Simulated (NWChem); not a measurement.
System meant: SiNH$_{2}$BrCl$_{2}$; SMILES N[Si](Cl)(Cl)Br

The following NWChem deck was run.

```
start job
memory heap 200 mb stack 700 mb global 900 mb
geometry units angstroms noautoz
  N      1.957615    -0.852083     0.000000
  Si     0.303123    -0.481564     0.000000
  Cl    -0.532822    -1.286896    -1.688206
  Cl    -0.532822    -1.286896     1.688206
  Br    -0.187990     1.685200     0.000000
  H      2.510304    -0.763527    -0.845091
  H      2.510304    -0.763527     0.845091
end
basis spherical
  * library def2-svp
end
dft
  xc b3lyp
  iterations 4
  mulliken
end
task dft energy
```

End of the output:

```
    Atom       Charge   Shell Charges
 -----------   ------   -------------------------------------------------------
    1 N    7     7.21   1.97  0.70  0.43  2.28  1.81  0.02
    2 Si  14    13.80   2.00  1.93  0.68  0.30  5.81  1.21  1.12  0.75
    3 Cl  17    17.03   2.00  1.96  1.05  0.78  5.82  2.27  3.12  0.02
    4 Cl  17    17.03   2.00  1.96  1.05  0.78  5.82  2.27  3.12  0.02
    5 Br  35    35.09   2.00  2.00  1.96  1.14  0.73  5.99  5.81  2.48  2.93  7.84  2.04  0.16
    6 H    1     0.92   0.59  0.21  0.13
    7 H    1     0.92   0.59  0.21  0.13

 center of mass
 --------------
 x =  -0.07063960 y =  -0.15448579 z =   0.00000000

 moments of inertia (a.u.)
 ------------------
        1999.684983098150          -0.000000000000           0.000000000000
          -0.000000000000        1040.966251074218           0.000000000000
           0.000000000000           0.000000000000        1606.763624217528

     Multipole analysis of the density
     ---------------------------------

     L   x y z        total         alpha         beta         nuclear
     -   - - -        -----         -----         ----         -------
     0   0 0 0     -0.000000    -46.000000    -46.000000     92.000000

     1   1 0 0      1.020722      0.510361      0.510361     -0.000000
     1   0 1 0      0.056254      0.028127      0.028127     -0.000000
     1   0 0 1      0.000000      0.000000      0.000000      0.000000

     2   2 0 0    -41.022113   -112.220437   -112.220437    183.418760
     2   1 1 0      1.064846     -3.166282     -3.166282      7.397409
     2   1 0 1      0.000000      0.000000      0.000000      0.000000
     2   0 2 0    -48.022982   -319.335021   -319.335021    590.647060
     2   0 1 1      0.000000      0.000000      0.000000      0.000000
     2   0 0 2    -45.807416   -198.474550   -198.474550    351.141684

 ------------------------------------------------------------------------
 dft energy failed                                                                                  0
 ------------------------------------------------------------------------
 ------------------------------------------------------------------------
  current input line :
    20: task dft energy
 ------------------------------------------------------------------------
 ------------------------------------------------------------------------
 This type of error is most commonly associated with calculations not reaching convergence criteria
 ------------------------------------------------------------------------
 For more information see the NWChem manual at https://nwchemgit.github.io

0:dft energy failed:Received an Error in Communication
```

Problem. Find the fault in this run and fix the input.

Solution. The run did not converge; its last values are not results. Cause: the SCF was allowed too few iterations. This input runs:
```
start job
memory heap 200 mb stack 700 mb global 900 mb
geometry units angstroms noautoz
  N      1.957615    -0.852083     0.000000
  Si     0.303123    -0.481564     0.000000
  Cl    -0.532822    -1.286896    -1.688206
  Cl    -0.532822    -1.286896     1.688206
  Br    -0.187990     1.685200     0.000000
  H      2.510304    -0.763527    -0.845091
  H      2.510304    -0.763527     0.845091
end
basis spherical
  * library def2-svp
end
dft
  xc b3lyp
  iterations 150
  mulliken
end
task dft energy
```
It converges to -3839.51961 Ha (B3LYP/def2-SVP).
